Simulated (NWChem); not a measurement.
A series in which one site is exchanged, each optimised at PBE0/def2-SVP with NWChem, gas phase unless a solvent is named. Some are not confirmed as minima by frequencies. def2 effective core potentials on Cd, Te; no spin-orbit coupling.

A: [CH3][Mg][Cl] (CH3ClMg; site = Mg)
B: [CH3][Zn][Cl] (CH3ClZn; site = Zn)
C: Cl[Te]C (CH3ClTe; site = Te)
D: [Cd]([Cl])[CH3] (CH3CdCl; site = Cd)

Values for A:

| Quantity | Value |
|---|---|
| dipole (D), PBE0/def2-SVP | 2.14 |
| orbital gap (eV), PBE0/def2-SVP | 6.62 |
| static polarisability, B3LYP/def2-SVPD (bohr³) | 54.2 |
| lowest singlet excitation, B3LYP/def2-SVPD, TDA (eV) | 5.74 |

**Question.** How do these values change for the other members?

**Answer.** 
```
change from A                                             B      C      D
----------------------------------------------------  -----  -----  -----
dipole (D), PBE0/def2-SVP                             +0.35  +0.49  +0.81
orbital gap (eV), PBE0/def2-SVP                       +1.33  -2.74  +0.82
static polarisability, B3LYP/def2-SVPD (bohr³)         -2.0  +15.7   +6.0
lowest singlet excitation, B3LYP/def2-SVPD, TDA (eV)  +0.73  -3.47  +0.11
```
